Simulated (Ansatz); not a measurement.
Compare A (`CC1(O)[SiH2][SiH2]1`) with its isomer B (`O/C([SiH3])=C/[SiH3]`).

Computed with Ansatz on PBE0-D4/def2-TZVP structures; ΔE is electronic, products minus reactants. CCSD(T)/CBS adds triple-zeta CCSD(T) − MP2 to the extrapolated MP2 energy (def2 sets, frozen cores). Functionals use def2-TZVPP. B3LYP here is the variant with VWN-RPA as its local correlation; programs differ in this. One conformer a species, not always the lowest.

A:

```xyz
13

C    -1.4484   -0.0630    0.5478
C    -0.1874   -0.2778   -0.2547
O    -0.3073   -1.2679   -1.2591
Si    0.7510    1.2799   -0.8619
Si    1.5029   -0.1880    0.6812
H    -1.3301    0.7493    1.2711
H    -2.2852    0.1899   -0.1105
H    -1.7158   -0.9637    1.1130
H    -0.3549   -2.1283   -0.8295
H     1.2629    1.2366   -2.2504
H     0.1546    2.5836   -0.4797
H     2.4900   -1.2233    0.2901
H     1.4676    0.0726    2.1427
```

B:

```xyz
13

O    -1.570   -1.759   -0.230
C    -0.642   -0.774   -0.105
Si    1.100   -1.444   -0.361
C    -0.947    0.502    0.166
Si    0.232    1.924    0.359
H    -2.451   -1.389   -0.094
H     2.058   -0.321   -0.211
H     1.383   -2.492    0.651
H     1.213   -2.029   -1.721
H    -2.007    0.743    0.290
H     1.190    1.723    1.479
H    -0.581    3.134    0.653
H     1.021    2.182   -0.876
```

(1) Which isomer does CCSD(T)/CBS put lower? Give the gap. (An estimate is asked.)

(2) Give E(B) − E(A) in kcal/mol with B3LYP-D4, PBE-D4, PBE0-D4, MP2/def2-TZVPP, r2SCAN-D4, CCSD/def2-TZVPP, CCSD(T)/def2-SVP. (Estimate.)

(3) Does the order hold for the free energy at 298.15 K (harmonic terms from PBE0-D4)? (An estimate is asked.)

Largest T1 diagnostic: 0.013.

## Answers

(1) Ansatz gave: B, by 18.1 kcal/mol.

(2) The calculation gave: B3LYP-D4 -20.4, PBE-D4 -13.2, PBE0-D4 -13.6, MP2/def2-TZVPP -18.5, r2SCAN-D4 -16.1, CCSD/def2-TZVPP -19.6, CCSD(T)/def2-SVP -19.1. None reverses the order clearly.

(3) Computed: Yes: G(B) − G(A) = -21.7 kcal/mol, for one conformer each.

Leaving LDA and LC-ωPBE aside and taking each functional with its dispersion term where it has one, the values, not all of them listed here, spread over 8.4 kcal/mol, from BHLYP-D4 to PBE-D4. LDA lies +3.7 kcal/mol from PBE without D4. From BLYP to BHLYP (50 % exact exchange), in def2-TZVPP and without D4, E(B) − E(A) moves by −0.8 kcal/mol.
